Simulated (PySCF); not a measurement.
WF3, SMILES [F][W]([F])[F] (connectivity only; charge and spin as stated), neutral, multiplicity 4. Atoms are numbered in the order given.

```xyz
4

W      0.0000     0.0000     0.0000
F      1.8778     0.0000     0.0000
F     -0.9389    -1.6262     0.0000
F     -0.9389     1.6262     0.0000
```
Charge 0, spin multiplicity 4.

Geometry: B3LYP-D3(BJ)/def2-TZVP. The multiplicity is an assumed one; other spin states were not compared. The def2 effective core potentials stand for the cores of W; spin–orbit coupling is left out.

The numbers are results of PySCF with PBE0/def2-TZVPD, not measurements.

Mulliken values depend strongly on the basis, most of all with diffuse functions as here. ESP charges are fitted to the potential on shells at 1.4 to 2.0 van der Waals radii. Atomic charges (e):

```json
[
 {"atom": "W1", "ESP fit": "?", "Mulliken": "1.39", "Mulliken spin": "3.02"},
 {"atom": "F2", "ESP fit": "?", "Mulliken": "-0.46", "Mulliken spin": "-0.01"},
 {"atom": "F3", "ESP fit": "?", "Mulliken": "-0.46", "Mulliken spin": "-0.01"},
 {"atom": "F4", "ESP fit": "?", "Mulliken": "-0.46", "Mulliken spin": "-0.01"}
]
```

Some entries are withheld; supply them. (An estimate is asked for; the answer gives what the named calculation found.)


- W1, ESP fit: 0.87
- F2, ESP fit: -0.29
- F3, ESP fit: -0.29
- F4, ESP fit: -0.29
